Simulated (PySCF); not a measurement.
BaCl, SMILES [Cl][Ba+], charge +1. Atoms are numbered in the order given.

```xyz
2

Ba     0.0000     0.0000    -0.6055
Cl     0.0000     0.0000     1.9945
```
Charge +1, spin multiplicity 1.

Geometry: B3LYP-D3(BJ)/def2-TZVPD. The spin state was assumed, not searched. The def2 effective core potentials stand for the cores of Ba; spin–orbit coupling is left out.

The numbers are results of C-PCM-B3LYP/def2-TZVPD (PySCF), not measurements.

The values are the electrostatic part of the solvation free energy, E(continuum) − E(gas) at the gas-phase geometry, in a cavity of scaled van der Waals radii (PySCF's table); cavitation and dispersion terms are not included. A continuum can't describe solvent molecules that bind to the metal. In vacuum the orbital gap is 5.44 eV.

```json
[
 {"solvent": "water", "ε": "78.36", "ΔG(elec) (kcal/mol)": "-70.6", "gap (eV)": "6.84"},
 {"solvent": "cyclohexanone", "ε": "15.62", "ΔG(elec) (kcal/mol)": "…", "gap (eV)": "…"},
 {"solvent": "chloroform", "ε": "4.71", "ΔG(elec) (kcal/mol)": "-55.6", "gap (eV)": "6.50"}
]
```

Task: Fill in the missing entries. (The exact figures need the calculation; the answer reports its results.)

Result: 
- cyclohexanone, ΔG(elec) (kcal/mol): -66.7
- cyclohexanone, gap (eV): 6.75
